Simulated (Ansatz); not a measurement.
Input and output for C₃H₅FGe, SMILES `C#[C][GeH]([CH3])[F]`.

```yaml
crystal:
  periodic: [false, false, false]
  atoms:
    - {symbol: C, position_ang: [-2.916055, 0.351729, -0.610072]}
    - {symbol: C, position_ang: [-1.568894, 0.297485, -0.671293]}
    - {symbol: Ge, position_ang: [0.550878, 0.152426, -0.733604]}
    - {symbol: C, position_ang: [1.356955, -0.528860, 1.153985]}
    - {symbol: F, position_ang: [1.205871, 1.969990, -1.010115]}
    - {symbol: H, position_ang: [-4.107616, 0.411804, -0.559851]}
    - {symbol: H, position_ang: [1.045204, -0.739388, -2.115551]}
    - {symbol: H, position_ang: [0.960895, -1.659471, 1.394918]}
    - {symbol: H, position_ang: [2.577137, -0.532543, 1.109327]}
    - {symbol: H, position_ang: [0.988696, 0.219596, 2.045505]}
basis:
  gaussian: {orbitals: ANO-RCC-VTZP}
hamiltonian: {xc: {name: HF}}
correlation: {active_space: {window: {electrons: 2, orbitals: 1}}}
output: {forces: true}
```

```sh
$ ansatz run in.yaml --threads 4 --pin off --events-out ev --progress --plain --max-ram 10444MiB
```

Output, abridged:

```
Functional definition: HF
1396 factors; integrals over basis functions are off by at most 1.4e-3 eV
mean field evaluation 1: about -62939.0117 eV, gradient 4.1e1 eV
mean field evaluation 2: about -62939.0827 eV, gradient 4.1e1 eV
mean field evaluation 4: about -62943.1967 eV, gradient 4.9e0 eV
mean field evaluation 8: about -62943.2950 eV, gradient 6.9e-1 eV
mean field evaluation 16: about -62943.2963 eV, gradient 2.2e-6 eV
mean field -62943.29627956 eV, -2313.1234737753 hartree, gradient 2.2e-6 eV, S^2 0.000000; 0 other end points of the search recorded, 0 dependent functions left out
reference -62943.29627956 eV, -2313.1234737753 hartree; 32, 32 occupied and 201, 201 virtual orbitals, 1396 factors
state -62943.29627956 eV, -2313.1234737753 hartree
Total energy: -62943.29627956 eV, -2313.1234737753 hartree
Relativity: scalar
Atom 0 at    -2.916055     0.351729    -0.610072 Å, force     8.414312    -0.321702    -0.380189 eV/Å
Atom 1 at    -1.568894     0.297485    -0.671293 Å, force    -9.278484     0.369507     0.444279 eV/Å
Atom 2 at     0.550878     0.152426    -0.733604 Å, force     0.260947     1.543753    -0.037494 eV/Å
Atom 3 at     1.356955    -0.528860     1.153985 Å, force     0.331142    -0.189807     1.028772 eV/Å
Atom 4 at     1.205871     1.969990    -1.010115 Å, force    -1.455579    -3.933915     0.594957 eV/Å
Atom 5 at    -4.107616     0.411804    -0.559851 Å, force     4.040745    -0.200399    -0.176413 eV/Å
Atom 6 at     1.045204    -0.739388    -2.115551 Å, force    -0.831356     1.497829     2.105619 eV/Å
Atom 7 at     0.960895    -1.659471     1.394918 Å, force     1.083554     3.332070    -0.849580 eV/Å
Atom 8 at     2.577137    -0.532543     1.109327 Å, force    -3.617263     0.069346    -0.006932 eV/Å
Atom 9 at     0.988696     0.219596     2.045505 Å, force     1.051982    -2.166682    -2.723019 eV/Å
Dipole moment:    -0.074711    -0.740838     0.295089 e Å
```

Hardware: 4 threads of an Arm Neoverse V1 on a shared host. Wall time 18 s, peak host memory 0.8 GiB.
